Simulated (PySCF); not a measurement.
C5H7GeN.
Cartesian coordinates in Å at the PBE0-D3(BJ)/def2-SVP level; atoms count from 1:
```xyz
14
C5H7GeN angstrom
Ge     1.984    0.448   -0.565
C      0.053    0.385   -0.247
C     -0.601   -0.743    0.261
C     -1.981   -0.695    0.450
C     -2.658    0.476    0.126
C     -1.919    1.550   -0.374
N     -0.603    1.510   -0.556
H      2.610    1.576    0.272
H      2.250    0.717   -2.055
H      2.614   -0.901   -0.163
H     -0.036   -1.646    0.505
H     -2.519   -1.561    0.844
H     -3.739    0.562    0.255
H     -2.419    2.488   -0.640
```

All values: CAM-B3LYP/def2-SVPD (PySCF, non-relativistic), on one gas-phase PBE0-D3(BJ)/def2-SVP geometry that isn't relaxed in the solvent. The solvent is an IEF-PCM continuum (Bondi radii, 1.10 Å for H, scaled by 1.2), and excitations are vertical TDDFT with non-equilibrium linear response and a frozen core. The model holds no explicit solvent molecules, cavitation or dispersion. Spin–orbit coupling is left out although an atom past zinc is present.

Gas-phase singlets (H = HOMO, L = LUMO):

```tsv
state	E (eV)	λ (nm)	f	leading configurations
S1	4.714	263	0.005	H→L 96%
S2	5.116	242	0.000	H→L+1 98%
S3	5.486	226	0.072	H-1→L 72%, H-2→L+1 19%
S4	6.276	198	0.084	H-1→L+1 62%, H-2→L 28%
S5	6.992	177	0.001	H-3→L 68%, H-4→L 27%
```

Problem. How does the list change in chloroform (ε = 4.711)?

Solution. 
```csv
state,E (eV),λ (nm),f,leading configurations,change by rank (eV)
S1,4.823,257,0.006,H→L 96%,+0.109
S2,5.264,236,0.000,H→L+1 98%,+0.148
S3,5.448,228,0.120,"H-1→L 77%, H-2→L+1 16%",-0.038
S4,6.226,199,0.124,"H-1→L+1 66%, H-2→L 26%",-0.050
S5,6.978,178,0.001,"H-3→L 78%, H-4→L 17%",-0.014
```

Problem. What are the lowest 5 singlets in dimethylsulfoxide (ε = 46.83)?

Solution. 
| state | E (eV) | λ (nm) | f | leading configurations | change by rank (eV) |
| --- | --- | --- | --- | --- | --- |
| S1 | 4.879 | 254 | 0.007 | H→L 96% | +0.165 |
| S2 | 5.336 | 232 | 0.000 | H→L+1 98% | +0.220 |
| S3 | 5.445 | 228 | 0.126 | H-1→L 78%, H-2→L+1 15% | -0.041 |
| S4 | 6.224 | 199 | 0.122 | H-1→L+1 66%, H-2→L 26% | -0.052 |
| S5 | 6.971 | 178 | 0.001 | H-3→L 80%, H-4→L 16% | -0.021 |

Problem. The ground-state energy changes by -0.172 eV from gas to dimethylsulfoxide. By how much does the total energy of gas-phase S1 change?

Solution. E(S1) = E(S0) + excitation energy, so it changes by -0.172 + 0.165 = -0.007 eV: it is lowered less than the ground state, which is what a blue shift means. This is the vertical state, with the slow part of the continuum still set for S0.

Problem. How do the frontier levels move from gas to dimethylsulfoxide?

Solution. 
| orbital | gas (eV) | solvent (eV) | change (eV) |
| --- | --- | --- | --- |
| LUMO+2 | 1.09 | 1.10 | +0.01 |
| LUMO+1 | 0.37 | 0.45 | +0.08 |
| LUMO | -0.03 | 0.00 | +0.03 |
| HOMO | -8.66 | -8.80 | -0.14 |
| HOMO-1 | -8.90 | -8.84 | +0.06 |
| HOMO-2 | -9.72 | -9.69 | +0.03 |
| HOMO-3 | -10.76 | -10.73 | +0.03 |

The HOMO–LUMO gap goes from 8.63 to 8.80 eV. Rows go by rank; for HOMO-3 the atom shares or the degeneracy differ between the runs, so the row needn't follow one orbital.
